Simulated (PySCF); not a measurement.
MF for M along group 12

PBE with double-zeta basis sets in PySCF, for the lowest determinant that a PBE0 search found; no spin–orbit coupling. De refers to high-spin ground-configuration atoms. A positive dipole means M(−)F(+).

| M | basis | state (unpaired electrons) | Re (Å) | ωe (cm⁻¹) | De (eV) | μ (D) |
| --- | --- | --- | --- | --- | --- | --- |
| Zn | x2c-SVPall | doublet (σ ↑) | 1.800 | 595 | 2.98 | -2.70 |
| Cd | def2-SVP | doublet (σ ↑) | 2.008 | 502 | 2.58 | -2.79 |
| Hg | def2-SVP | doublet (σ ↑) | 2.084 | 408 | 1.60 | -2.44 |

The shortest bond is that of ZnF (1.800 Å), the longest that of HgF (2.084 Å). ZnF is bound most strongly (2.98 eV) and HgF least (1.60 eV).

The rows differ in basis set, which adds steps of its own.

Down a group the atoms grow and get heavier, so bonds lengthen and wavenumbers fall; this series shows no clear exception.

Spin–orbit coupling is left out, which matters for elements this heavy, above all for dissociation energies. States were picked by a PBE0 search and need not be the measured ground states.
